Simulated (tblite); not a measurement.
Species: C4HF2O2 (doublet state).
Structure used (GFN2-xTB), in Å, numbered top down from 1:
```
atom  x, y, z in Å
O1     1.9721    1.0935   -1.2361
C2     1.5741    0.4153   -0.3210
O3     2.3665   -0.1276    0.6151
C4     0.2012    0.0977   -0.1097
C5    -1.0016   -0.1238   -0.0025
C6    -2.3126   -0.3872    0.1420
F7    -3.2562    0.0540   -0.6684
F8    -2.8214   -1.1221    1.1144
H9     3.2915    0.1062    0.4409
```

All values are computed: GFN2-xTB (tblite) harmonic vibrations without scaling, gas phase. This tight-binding method is rough: wavenumbers can miss measured ones by several per cent, in bad cases by 10 to 20. One conformer, not necessarily the lowest. Open shells enter through the occupations alone, without spin polarisation, and single modes of such species can be off by tens of per cent.

Harmonic wavenumbers (cm⁻¹): 62.0, 72.3, 96.8, 148.7, 272.8, 335.0, 362.9, 491.5, 508.4, 563.3, 569.2, 675.6, 683.1, 960.0, 1115.6, 1200.9, 1238.9, 1493.6, 1719.1, 2169.8, 3456.9.

A = 5819, B = 821.7, C = 720.0 MHz; mass 118.994 u (most abundant isotopes); point group Cs, symmetry number 1; spin multiplicity 2.

Zero-point energy?

Half the sum of the wavenumbers: 9098 cm⁻¹ = 108.84 kJ/mol.

Entropy at 273.15 K, 1 bar (ideal gas, RRHO, classical rotation)?

Translation 166.64, rotation 119.93, vibration 84.32, spin (R ln 2) 5.76: S = 376.6 J/(mol K).

And Cp and H(273.15 K) − H(0)?

Cp = 113.22 J/(mol K), of which vibrations give 79.97 (their classical limit is 21 R = 174.6); H(273.15 K) − H(0) = 20.99 kJ/mol without the zero-point energy, 11.91 from vibrations.

Blend soft modes into free rotors: weight 1/[1 + (100 cm⁻¹/ν̃)⁴] for the oscillator and the rest for a rotor with moment μB/(μ + B), μ = h/(8π²ν), B = 10⁻⁴⁴ kg m². What vibrational entropy results?

76.78 J/(mol K) in place of 84.32, which changes −T·S at 273.15 K by +2.06 kJ/mol.

How do the functions run with temperature in this model?

| T (K) | S (J/(mol K)) | Cp (J/(mol K)) | H − H(0) (kJ/mol) | G − H(0) (kJ/mol) | ln q(vib) |
| --- | --- | --- | --- | --- | --- |
| 50 | 246.7 | 52.5 | 2.04 | -10.29 | 0.40 |
| 100 | 288.1 | 68.0 | 5.07 | -23.74 | 1.41 |
| 298.15 | 386.8 | 118.2 | 23.89 | -91.43 | 5.37 |
| 373.15 | 414.8 | 131.3 | 33.26 | -121.51 | 6.76 |
| 500 | 455.7 | 148.2 | 51.05 | -176.80 | 8.95 |
| 750 | 520.2 | 169.1 | 90.98 | -299.15 | 12.77 |
| 1000 | 570.6 | 181.0 | 134.87 | -435.73 | 16.06 |

q(vib) and H(0) count from the zero-point level.

What must be added to the electronic energy to get the Gibbs energy at 273.15 K and 1 bar?

ZPE + [H(273.15 K) − H(0)] − T·S = 108.84 + 20.99 − 102.88 = 26.95 kJ/mol.

Which modes carry the vibrational entropy at 273.15 K?

62.0 cm⁻¹: 17.66; 72.3 cm⁻¹: 16.39; 96.8 cm⁻¹: 14.00; 148.7 cm⁻¹: 10.55; 272.8 cm⁻¹: 5.98; 335.0 cm⁻¹: 4.59 J/(mol K); the other 15 give 15.13 together.

Hindered rotation and anharmonicity are outside this model. Other conformers, if any are populated, would add a mixing term that is left out.
